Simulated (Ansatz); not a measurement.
Born–Oppenheimer molecular dynamics of C2H2BF (6 atoms, charge 0, multiplicity 1). It starts from a relaxed structure.

Method: UKS PBE0-D4/def2-SVP (Ansatz).

```json
{
 "ensemble": "NVT, Langevin thermostat",
 "time step": "0.5 fs",
 "steps asked": "100",
 "set temperature": "700 K",
 "friction": "0.005 /fs",
 "seed": "399321"
}
```

Frames 1 fs apart, positions in Å, forces in eV/Å.

Velocities at 20.0 fs (Å/ps):

```
F -0.24 -4.35 -3.14
B 4.93 3.65 2.76
C -1.05 -5.44 -8.04
C -7.72 5.98 5.52
H -5.97 -15.42 7.75
H 0.99 -12.72 16.69
```

```xyz
6
Properties=species:S:1:pos:R:3:forces:R:3 time_fs=20.0 energy_less_start_eV=0.096 T=299
F -1.114 -1.891 0.366 -0.10 -0.39 0.21
B -0.428 -0.788 0.196 0.28 -0.50 -0.27
C 0.807 0.004 -0.016 -0.10 -1.50 0.74
C -0.387 0.625 -0.087 -0.02 1.46 -0.37
H 1.874 0.166 -0.011 0.40 0.40 -0.27
H -0.640 1.653 -0.287 -0.46 0.54 -0.03
6
Properties=species:S:1:pos:R:3:forces:R:3 time_fs=21.0 energy_less_start_eV=0.113 T=262
F -1.115 -1.897 0.363 0.11 -0.05 0.18
B -0.423 -0.785 0.199 -0.17 -0.86 -0.29
C 0.806 -0.002 -0.023 -0.53 -1.12 0.78
C -0.395 0.631 -0.083 0.65 0.33 -0.19
H 1.870 0.152 -0.005 0.56 0.44 -0.32
H -0.641 1.643 -0.273 -0.63 1.27 -0.16
6
Properties=species:S:1:pos:R:3:forces:R:3 time_fs=22.0 energy_less_start_eV=0.124 T=238
F -1.115 -1.902 0.360 0.30 0.23 0.16
B -0.417 -0.783 0.202 -0.62 -1.11 -0.30
C 0.804 -0.008 -0.029 -0.62 -0.66 0.78
C -0.402 0.638 -0.080 1.19 -0.44 -0.08
H 1.872 0.144 -0.004 0.42 0.42 -0.35
H -0.645 1.645 -0.262 -0.68 1.56 -0.20
6
Properties=species:S:1:pos:R:3:forces:R:3 time_fs=23.0 energy_less_start_eV=0.116 T=258
F -1.115 -1.907 0.358 0.45 0.46 0.15
B -0.413 -0.783 0.206 -1.00 -1.28 -0.34
C 0.803 -0.015 -0.034 -0.49 -0.13 0.79
C -0.410 0.644 -0.076 1.50 -0.48 -0.10
H 1.879 0.145 0.001 0.08 0.34 -0.39
H -0.657 1.662 -0.254 -0.53 1.09 -0.11
6
Properties=species:S:1:pos:R:3:forces:R:3 time_fs=24.0 energy_less_start_eV=0.115 T=272
F -1.115 -1.912 0.356 0.55 0.61 0.16
B -0.411 -0.782 0.211 -1.31 -1.36 -0.39
C 0.801 -0.021 -0.037 -0.34 0.40 0.79
C -0.417 0.650 -0.073 1.62 -0.05 -0.18
H 1.885 0.150 0.001 -0.26 0.24 -0.42
H -0.674 1.692 -0.249 -0.26 0.16 0.04
6
Properties=species:S:1:pos:R:3:forces:R:3 time_fs=25.0 energy_less_start_eV=0.139 T=234
F -1.115 -1.917 0.354 0.63 0.72 0.17
B -0.409 -0.784 0.216 -1.58 -1.35 -0.44
C 0.798 -0.027 -0.040 -0.11 0.89 0.77
C -0.422 0.656 -0.070 1.61 0.31 -0.24
H 1.890 0.161 0.000 -0.57 0.13 -0.43
H -0.695 1.722 -0.243 0.02 -0.70 0.18
6
Properties=species:S:1:pos:R:3:forces:R:3 time_fs=26.0 energy_less_start_eV=0.172 T=200
F -1.115 -1.921 0.353 0.65 0.75 0.19
B -0.409 -0.787 0.221 -1.74 -1.12 -0.52
C 0.795 -0.032 -0.043 -0.09 1.28 0.74
C -0.426 0.663 -0.068 1.57 0.29 -0.22
H 1.887 0.172 -0.006 -0.64 0.04 -0.44
H -0.716 1.744 -0.238 0.25 -1.23 0.25
6
Properties=species:S:1:pos:R:3:forces:R:3 time_fs=27.0 energy_less_start_eV=0.195 T=197
F -1.115 -1.925 0.352 0.63 0.70 0.21
B -0.409 -0.792 0.226 -1.76 -0.70 -0.62
C 0.793 -0.038 -0.044 -0.40 1.56 0.70
C -0.428 0.671 -0.065 1.55 -0.08 -0.14
H 1.875 0.183 -0.015 -0.43 0.00 -0.42
H -0.737 1.757 -0.232 0.41 -1.47 0.27
6
Properties=species:S:1:pos:R:3:forces:R:3 time_fs=28.0 energy_less_start_eV=0.201 T=180
F -1.115 -1.929 0.352 0.58 0.61 0.24
B -0.411 -0.798 0.232 -1.70 -0.25 -0.73
C 0.790 -0.042 -0.044 -0.78 1.71 0.65
C -0.428 0.677 -0.063 1.52 -0.68 -0.01
H 1.860 0.192 -0.028 -0.10 0.00 -0.39
H -0.753 1.757 -0.225 0.47 -1.39 0.24
6
Properties=species:S:1:pos:R:3:forces:R:3 time_fs=29.0 energy_less_start_eV=0.187 T=237
F -1.114 -1.933 0.352 0.48 0.48 0.27
B -0.415 -0.804 0.238 -1.51 0.26 -0.84
C 0.786 -0.046 -0.043 -1.15 1.74 0.60
C -0.427 0.683 -0.061 1.52 -1.60 0.19
H 1.843 0.204 -0.044 0.27 0.01 -0.36
H -0.759 1.742 -0.217 0.39 -0.89 0.15
6
Properties=species:S:1:pos:R:3:forces:R:3 time_fs=30.0 energy_less_start_eV=0.177 T=247
F -1.113 -1.936 0.353 0.37 0.32 0.30
B -0.420 -0.809 0.244 -1.31 0.72 -0.93
C 0.780 -0.048 -0.042 -1.22 1.74 0.54
C -0.424 0.688 -0.059 1.49 -2.64 0.40
H 1.827 0.221 -0.065 0.48 -0.02 -0.32
H -0.760 1.720 -0.209 0.19 -0.11 0.02
6
Properties=species:S:1:pos:R:3:forces:R:3 time_fs=31.0 energy_less_start_eV=0.180 T=221
F -1.111 -1.940 0.354 0.25 0.16 0.32
B -0.425 -0.814 0.249 -1.10 1.11 -1.00
C 0.774 -0.049 -0.041 -1.01 1.67 0.47
C -0.419 0.691 -0.055 1.39 -3.54 0.60
H 1.816 0.235 -0.088 0.51 -0.08 -0.28
H -0.754 1.700 -0.201 -0.04 0.67 -0.10
```

Of the whole run (50 fs, mean temperature of the second half 255 K): The mean temperature of the second half is 64 % below the set value. A run of 0.05 ps of so small a system gives no equilibrium averages.

The run took 4.4 min on 1 thread of Arm Neoverse V1, on a shared host, peak memory 0.14 GiB.
